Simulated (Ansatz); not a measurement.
Steps of a relaxation of `C=C[O][AlH][SnH3]` with RKS PBE-D4/def2-SVP.

```sh
$ ansatz run in.yaml --threads 2 --pin off --events-out ev --progress --plain --max-ram 22528MiB --backend cpu
```

```yaml
crystal:
  periodic: [false, false, false]
  atoms:
    - {symbol: C, position_ang: [-0.997200, 2.045000, 1.603300]}
    - {symbol: C, position_ang: [-0.998800, 0.795300, 1.916300]}
    - {symbol: O, position_ang: [-0.499800, -0.193600, 1.067200]}
    - {symbol: Al, position_ang: [0.349400, 0.004200, -0.635500]}
    - {symbol: Sn, position_ang: [1.177700, -2.141500, -1.927900]}
    - {symbol: H, position_ang: [-1.468300, 2.817900, 2.287100]}
    - {symbol: H, position_ang: [-0.650100, 2.462600, 0.650600]}
    - {symbol: H, position_ang: [-1.344300, 0.512300, 2.874400]}
    - {symbol: H, position_ang: [0.374700, 1.443800, -1.287500]}
    - {symbol: H, position_ang: [1.807300, -1.651700, -3.448000]}
    - {symbol: H, position_ang: [2.439800, -2.881400, -0.949500]}
    - {symbol: H, position_ang: [-0.113500, -3.268000, -2.116500]}
basis:
  gaussian: {orbitals: def2-SVP}
hamiltonian: {xc: pbe, dispersion: d4}
relax: {f_tol: 0.03, max_steps: 200}
```

Positions (Å) and forces (eV/Å) along the path, 8 of 8 steps:

```xyz
12
step=1 energy=-16648.5724 eV
C    -0.997    2.045    1.603   -0.955    4.908   -0.020
C    -0.999    0.795    1.916    1.446   -3.070   -2.026
O    -0.500   -0.194    1.067    0.641    0.400   -1.009
Al    0.349    0.004   -0.635   -1.328   -0.239    2.179
Sn    1.178   -2.142   -1.928    0.173   -0.113    0.664
H    -1.468    2.818    2.287    0.508   -0.746   -0.427
H    -0.650    2.463    0.651    0.126   -0.103   -0.193
H    -1.344    0.512    2.874   -0.574   -1.195    1.449
H     0.375    1.444   -1.288    0.069    0.270   -0.055
H     1.807   -1.652   -3.448    0.065   -0.064   -0.138
H     2.440   -2.881   -0.950   -0.214    0.039   -0.332
H    -0.114   -3.268   -2.116    0.043   -0.086   -0.091
12
step=2 energy=-16648.9902 eV
C    -1.045    2.103    1.624   -0.130    1.018    0.725
C    -0.933    0.782    1.844   -0.054   -0.320   -1.016
O    -0.455   -0.138    0.932    0.355    0.691   -0.612
Al    0.269    0.151   -0.725   -0.426   -0.656    1.438
Sn    1.163   -2.165   -1.770   -0.036    0.113   -0.301
H    -1.438    2.779    2.430    0.171   -0.542   -0.469
H    -0.707    2.619    0.707   -0.010   -0.200    0.021
H    -1.335    0.347    2.776    0.203   -0.270    0.035
H     0.345    1.635   -1.315    0.010   -0.067   -0.075
H     1.802   -1.771   -3.337   -0.010    0.021   -0.043
H     2.464   -3.034   -1.034   -0.029    0.113    0.202
H    -0.052   -3.361   -2.097   -0.045    0.100    0.095
12
step=3 energy=-16649.1255 eV
C    -1.059    2.127    1.613   -0.139   -0.220    0.281
C    -0.972    0.785    1.804    0.393    0.247    0.198
O    -0.430   -0.137    0.945   -0.116    0.468   -0.203
Al    0.306    0.073   -0.649   -0.185   -0.040    0.369
Sn    1.158   -2.140   -1.808    0.061   -0.151   -0.254
H    -1.471    2.771    2.416    0.060   -0.277   -0.197
H    -0.723    2.644    0.696   -0.035   -0.173    0.050
H    -1.273    0.334    2.784   -0.003    0.098   -0.477
H     0.395    1.539   -1.289    0.014   -0.046    0.003
H     1.792   -1.767   -3.389   -0.041    0.009    0.103
H     2.440   -2.968   -0.993   -0.026    0.029    0.063
H    -0.087   -3.317   -2.094    0.016    0.056    0.065
12
step=4 energy=-16649.1551 eV
C    -1.046    2.132    1.630   -0.074   -0.261    0.073
C    -0.911    0.795    1.808   -0.295    0.006    0.170
O    -0.398   -0.115    0.929   -0.032    0.362    0.133
Al    0.311    0.068   -0.653    0.046    0.017   -0.088
Sn    1.153   -2.146   -1.823    0.020   -0.074   -0.054
H    -1.517    2.740    2.420    0.086   -0.115   -0.029
H    -0.745    2.657    0.707    0.053   -0.092    0.048
H    -1.281    0.309    2.745    0.206    0.173   -0.297
H     0.414    1.526   -1.307    0.002   -0.006    0.002
H     1.787   -1.761   -3.393   -0.003   -0.027    0.032
H     2.417   -2.953   -0.956   -0.021    0.011   -0.004
H    -0.108   -3.306   -2.071    0.013    0.005    0.013
12
step=5 energy=-16649.1831 eV
C    -1.077    2.122    1.676   -0.048    0.072    0.067
C    -0.918    0.788    1.783   -0.037    0.228    0.004
O    -0.374   -0.024    0.847    0.020   -0.186    0.029
Al    0.335    0.120   -0.731    0.025    0.068   -0.084
Sn    1.152   -2.154   -1.823   -0.008   -0.005    0.014
H    -1.537    2.674    2.508    0.004    0.020   -0.007
H    -0.765    2.692    0.784   -0.018   -0.060    0.061
H    -1.246    0.258    2.698    0.048   -0.085   -0.081
H     0.438    1.577   -1.394    0.013   -0.043   -0.008
H     1.812   -1.869   -3.399    0.005   -0.010   -0.005
H     2.385   -2.938   -0.897    0.001    0.001    0.006
H    -0.129   -3.302   -2.017   -0.005   -0.001    0.004
12
step=6 energy=-16649.1915 eV
C    -1.098    2.128    1.721    0.020   -0.046   -0.033
C    -0.910    0.795    1.763    0.007    0.062   -0.031
O    -0.355    0.027    0.794   -0.021   -0.022    0.052
Al    0.354    0.148   -0.784    0.012    0.049   -0.045
Sn    1.148   -2.161   -1.814   -0.006    0.002    0.012
H    -1.562    2.633    2.577   -0.030    0.039    0.052
H    -0.803    2.738    0.853    0.002    0.002   -0.006
H    -1.219    0.211    2.651    0.014   -0.048   -0.016
H     0.481    1.581   -1.491   -0.007   -0.009    0.021
H     1.819   -1.926   -3.392    0.011   -0.013   -0.020
H     2.369   -2.933   -0.861    0.004   -0.007    0.009
H    -0.146   -3.297   -1.984   -0.007   -0.009    0.004
12
step=7 energy=-16649.1935 eV
C    -1.107    2.125    1.742    0.008   -0.046   -0.016
C    -0.902    0.792    1.747    0.006    0.032   -0.004
O    -0.342    0.057    0.759   -0.014    0.000    0.024
Al    0.367    0.179   -0.820    0.005   -0.001   -0.020
Sn    1.143   -2.160   -1.806    0.012    0.010   -0.024
H    -1.575    2.604    2.613    0.000    0.003    0.002
H    -0.821    2.759    0.888   -0.003   -0.001    0.010
H    -1.199    0.175    2.617    0.001    0.004   -0.009
H     0.495    1.608   -1.530   -0.004   -0.003    0.013
H     1.824   -1.973   -3.390   -0.003   -0.015    0.014
H     2.352   -2.927   -0.831   -0.005    0.009    0.003
H    -0.158   -3.293   -1.956   -0.004    0.010    0.007
12
step=8 energy=-16649.1939 eV
C    -1.110    2.119    1.749    0.005   -0.007    0.010
C    -0.899    0.788    1.742    0.002    0.008   -0.026
O    -0.338    0.065    0.744    0.003   -0.001   -0.009
Al    0.368    0.190   -0.836    0.005    0.002    0.010
Sn    1.146   -2.155   -1.811    0.004    0.015   -0.015
H    -1.577    2.589    2.627    0.012   -0.019   -0.027
H    -0.827    2.762    0.901   -0.007   -0.008    0.013
H    -1.191    0.159    2.605    0.001    0.011    0.001
H     0.496    1.622   -1.542   -0.007    0.007    0.008
H     1.839   -2.019   -3.395   -0.019    0.004    0.026
H     2.345   -2.907   -0.814   -0.010   -0.006    0.005
H    -0.175   -3.268   -1.936    0.011   -0.005    0.003
```

Run time 20 s (2 threads of an AMD EPYC 7R13 on a shared host); peak host memory 0.22 GiB.
